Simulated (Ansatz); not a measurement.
A series at Sn: from `[Cl][SnH3]`, ligands are replaced one by one, each step taking up H₂O and setting free H₂; n counts the steps. Ansatz, PBE0-D4/def2-TZVP geometries. Each molecule was computed in one conformer, which needn't be the lowest.

```
n                    molecule  HOMO energy, ωB97M-V/def2-TZVPP (eV)
0                `[Cl][SnH3]`                                -10.86
1            `[OH][SnH2][Cl]`                                -10.99
2       `[OH][SnH]([OH])[Cl]`                                -11.44
3  `[OH][Sn]([OH])([OH])[Cl]`                                     ?
```

Question: By hand: fit a straight line y = ȳ + b (n − n̄) to the 3 given rows and predict n = 3.

Answer: n̄ = 1.000, ȳ = -11.097; Σ(n − n̄)(y − ȳ) = -0.580, Σ(n − n̄)² = 2.000, so b = -0.290 eV a step. Prediction: -11.097 + (-0.290) × (2.000) = -11.68 eV.

Question: By hand: compare with the computed value, -11.73 eV, and give the steps along the whole series.

Answer: The line misses by -0.05 eV (computed minus predicted). Steps: -0.13, -0.45, -0.29 eV.

The steps differ by up to 0.32 eV without a steady trend. The highest orbital can change its character along such a series. The miss is 5.7 % of the series' range.
